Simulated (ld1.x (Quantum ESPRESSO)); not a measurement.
chlorine (Cl): excitation energies, all-electron against TM

* Element: Cl
* Generator: ld1.x (Quantum ESPRESSO) 7.5
* Type: norm-conserving Troullier–Martins (Kleinman–Bylander form)
* Functional: PBE
* Relativity: non-relativistic
* Frozen core: [Ne]
* Valence charge: 7
* Reference configuration: 3s2 3p3 (charge +2)
* Partial waves: 3p (bound): rc 0.95 bohr; 3d channel at 0.15 Ry: rc 0.95 bohr; 3s (bound): rc 0.90 bohr
* Local potential: the s channel
* Core correction: none

Energies are relative to the spin-unpolarised reference configuration 3s2 3p3; without spin polarisation the order of configurations can differ from experiment.

Q: Give the all-electron excitation energy and the error of the potential for: 3s2 3p5; 3s2 3p4; 3s2 3p2; 3s1 3p6; 3s1 3p5; 3s2 3p1; 3s2 3p5.3.

A:

| valence configuration | charge | ΔE all-electron (eV) | error AE − PS (meV) |
| --- | --- | --- | --- |
| 3s2 3p5 | 0 | -39.349 | +44 |
| 3s2 3p4 | +1 | -25.459 | +16 |
| 3s2 3p2 | +3 | 38.313 | +28 |
| 3s1 3p6 | 0 | -27.376 | +68 |
| 3s1 3p5 | +1 | -12.941 | +43 |
| 3s2 3p1 | +4 | 90.553 | +139 |
| 3s2 3p5.3 | -0.3 | -41.492 | +51 |

Levels in the configuration 3s1 3p6:

| level | all-electron (eV) | pseudo (eV) |
| --- | --- | --- |
| 3s | -21.169 | -21.142 |
| 3p | -9.144 | -9.167 |
